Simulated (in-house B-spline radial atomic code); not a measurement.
Ionising the thulium ion Tm¹⁴⁺ with different functionals

Computed with a radial B-spline atomic code at the basis-set limit: scalar-relativistic (spin-free X2C) Hamiltonian, Fermi nucleus of rms radius 5.2256 fm, spin-polarised at highest spin, spherical fractional occupations for the functionals. The ionisation energy is the difference of two self-consistent energies, [Kr] 4d10 4f9 → [Kr] 4d10 4f8, without Breit or QED terms; ε is the level of the shell that loses the electron (its least bound occupied spin orbital). There is no spin-orbit coupling in this Hamiltonian.

Hybrids are left out here: with spherical fractional occupations of an open shell their exact exchange keeps a self-interaction that integer-occupation calculations don't have.

```
  method      rung  ΔSCF (eV)  -ε(4f) (eV)
LDA VWN5       LDA          ?            ?
    BLYP       GGA     293.38       277.03
    PW91       GGA     293.77       277.41
    OLYP       GGA          ?            ?
    SCAN  meta-GGA     291.81       275.69
```

(1) What does OLYP give?

(2) What does LDA VWN5 give?

(3) How do they compare with the NIST value?

Results:

(1) ΔSCF 294.30 eV, and -ε(4f) = 277.92 eV.

(2) ΔSCF 294.16 eV, and -ε(4f) = 277.80 eV.

(3) NIST lists 317 eV ± 16 (tabulated theory, ground level to ground level). Errors run from -25.19 to -22.70 eV; all lie within about twice that uncertainty, so the table can't rank the methods.
